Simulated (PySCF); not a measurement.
MPb for M along the halogens

PBE0 with triple-zeta basis sets in PySCF, for the lowest determinant that a PBE0 search found; no spin–orbit coupling. De refers to high-spin ground-configuration atoms. A positive dipole means M(−)Pb(+).

```
 M         basis  state (unpaired electrons)  Re (Å)  ωe (cm⁻¹)  De (eV)  μ (D)
 F  x2c-TZVPPall               doublet (π ↑)   2.048        526     4.52   3.52
Cl  x2c-TZVPPall               doublet (π ↑)   2.453        319     3.80   3.47
Br    def2-TZVPP               doublet (π ↑)   2.607        212     3.45   3.50
 I    def2-TZVPP               doublet (π ↑)   2.798        166     3.01   3.18
```

By what factor does the harmonic wavenumber vary along the series?

At PBE0 it runs from 166 cm⁻¹ (PbI) to 526 cm⁻¹ (PbF), a factor of 3.17.

The rows differ in basis set, which adds steps of its own.

Down a group the atoms grow and get heavier, so bonds lengthen and wavenumbers fall; this series shows no clear exception.

Spin–orbit coupling is left out, which matters for elements this heavy, above all for dissociation energies. States were picked by a PBE0 search and need not be the measured ground states.
